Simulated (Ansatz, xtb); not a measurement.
Two structures of CH3AlFGe−

Structure I: a singlet given by its coordinates. Structure II: a singlet given by its coordinates. Both are isolated ions in the gas phase, relaxed with r2SCAN-D4/def2-SVPD.

I (Å):

```json
{"atom": "C", "x (Å)": "1.0763", "y (Å)": "-1.1742", "z (Å)": "-0.0932"}
{"atom": "Al", "x (Å)": "-0.5903", "y (Å)": "-0.3472", "z (Å)": "-0.2788"}
{"atom": "F", "x (Å)": "-2.0979", "y (Å)": "-1.0843", "z (Å)": "0.1134"}
{"atom": "Ge", "x (Å)": "2.5514", "y (Å)": "-0.1262", "z (Å)": "-0.6064"}
{"atom": "H", "x (Å)": "1.2218", "y (Å)": "-2.1987", "z (Å)": "0.2837"}
{"atom": "H", "x (Å)": "-0.8908", "y (Å)": "1.1319", "z (Å)": "-0.8141"}
{"atom": "H", "x (Å)": "3.7253", "y (Å)": "-1.2102", "z (Å)": "-0.2873"}
```

Close contacts (Å): C1–Al2 1.87, C1–Ge4 1.88, Al2–F3 1.72, C1–H5 1.10, Al2–H6 1.60, Ge4–H7 1.63.

II (Å):

```xyz
7

C     1.7330   -0.9229    0.1952
Al   -0.3181   -0.7290   -0.5686
F    -0.6527   -0.5818   -2.2647
Ge    0.9015   -2.6354    0.3006
H    -0.8500    0.6353    0.1235
H     1.3313    0.1097    0.3564
H     2.8277   -0.8165    0.1236
```

Close contacts (Å): C1–Al2 2.20, C1–Ge4 1.91, Al2–F3 1.74, Al2–Ge4 2.42, C1–H6 1.12, C1–H7 1.10, Al2–H5 1.62, Al2–H6 2.07.

Quicker runs give these differences E(II) − E(I): GFN2-xTB +41.16 kJ/mol; HF/STO-3G −36.01 kJ/mol (at GFN2-xTB geometries); r2SCAN-D4/def2-SVPD//GFN2-xTB −20.71 kJ/mol.

Estimate E(II) − E(I) at the level CCSD(T)/def2-SVPD + ΔMP2/def2-TZVPPD.

Too close to call at this level: CCSD(T)/def2-SVPD + ΔMP2/def2-TZVPPD gives E(II) − E(I) = +2.66 kJ/mol.

The same difference at several levels:

```
                               level             geometry  E(II) − E(I) (kJ/mol)  departure from the last row (kJ/mol)  job, with rough time for the two
                            GFN2-xTB             GFN2-xTB                  +41.16                                +38.50              optimisation, 0.41 s
                           HF/STO-3G             GFN2-xTB                  −36.01                                −38.67               single point, 0.6 s
       r2SCAN-D4/def2-SVPD//GFN2-xTB             GFN2-xTB                  −20.71                                −23.37                 single point, 6 s
                 r2SCAN-D4/def2-SVPD  r2SCAN-D4/def2-SVPD                   −2.43                                 −5.09                optimisation, 75 s
                        HF/def2-SVPD  r2SCAN-D4/def2-SVPD                  +35.60                                +32.94           part of the CCSD(T) run
                       MP2/def2-SVPD  r2SCAN-D4/def2-SVPD                  +12.11                                 +9.45           part of the CCSD(T) run
                   CCSD(T)/def2-SVPD  r2SCAN-D4/def2-SVPD                  +11.15                                 +8.49                      single point
CCSD(T)/def2-SVPD + ΔMP2/def2-TZVPPD  r2SCAN-D4/def2-SVPD                   +2.66                                                      single point, 59 s
```

The largest departure from CCSD(T)/def2-SVPD + ΔMP2/def2-TZVPPD is that of HF/STO-3G, 38.67 kJ/mol. The last row adds to CCSD(T) the change of the MP2 difference between the two basis sets, here −8.49 kJ/mol.

With harmonic frequencies from r2SCAN-D4/def2-SVPD (ideal gas, rigid rotor, one conformer each, 600 K, 1 atm): the zero-point term adds +8.70 kJ/mol; ΔH is +10.10 and ΔG +17.43 kJ/mol.

The correlated steps freeze 16 core orbitals; the filled d shell of Ge is correlated, in a basis made for valence electrons. Mirror images aren't counted in ΔG. Codes used: Ansatz 0.2.0, xtb 6.7.1; the last row on 2 threads of AMD EPYC 7R43 64-Core Processor (Zen 3) on a shared host.
